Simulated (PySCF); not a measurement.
Orbital gap (eV) of eight silicon and germanium compounds: PBE beside CAM-B3LYP, computed with PySCF for isolated molecules in the bases named; differences from unrounded values. The eight are the first of their class met in an unordered collection, after screening for sound electronic states; none was chosen by its value. Each molecule has one DFT geometry for both levels.

```tsv
molecule	basis	CAM-B3LYP
3-chloro-1H-silole (C4H5ClSi), SMILES ClC1=C[SiH2]C=C1	def2-TZVP	7.49
CH5F3Si2, SMILES C[Si@H](F)[SiH](F)F	def2-TZVP	9.92
C2H9NOSi, SMILES CO[Si@@H](N)C	def2-TZVP	10.46
C3H10OSi2, SMILES C([C@@H]([SiH2]O)[SiH3])=C	def2-TZVP	8.98
N-(silylmethyl)propan-1-amine (C4H13NSi), SMILES CCCNC[SiH3]	def2-TZVP	9.47
Si(F)(Me)(SH)2 (CH5FS2Si), SMILES C[Si](F)(S)S	def2-TZVP	9.86
CH6F2OSi2, SMILES OC([SiH2]F)[SiH2]F	def2-TZVP	9.37
C₃H₅FOSi, SMILES F[SiH2]C1=COC1	def2-TZVP	9.13
```

Estimate the PBE values and say how PBE differs from CAM-B3LYP over the set. (An estimate is asked for; the answer gives what the named calculation found.)


| molecule | PBE | difference |
|---|---|---|
| 3-chloro-1H-silole (C4H5ClSi), SMILES ClC1=C[SiH2]C=C1 | 3.20 | -4.28 |
| CH5F3Si2, SMILES C[Si@H](F)[SiH](F)F | 5.32 | -4.60 |
| C2H9NOSi, SMILES CO[Si@@H](N)C | 5.94 | -4.51 |
| C3H10OSi2, SMILES C([C@@H]([SiH2]O)[SiH3])=C | 4.70 | -4.28 |
| N-(silylmethyl)propan-1-amine (C4H13NSi), SMILES CCCNC[SiH3] | 5.01 | -4.46 |
| Si(F)(Me)(SH)2 (CH5FS2Si), SMILES C[Si](F)(S)S | 5.35 | -4.52 |
| CH6F2OSi2, SMILES OC([SiH2]F)[SiH2]F | 4.58 | -4.79 |
| C₃H₅FOSi, SMILES F[SiH2]C1=COC1 | 4.55 | -4.58 |
PBE lies below CAM-B3LYP in 8 and above it in 0 of the eight; the mean signed difference is -4.50 and the largest -4.79 eV.
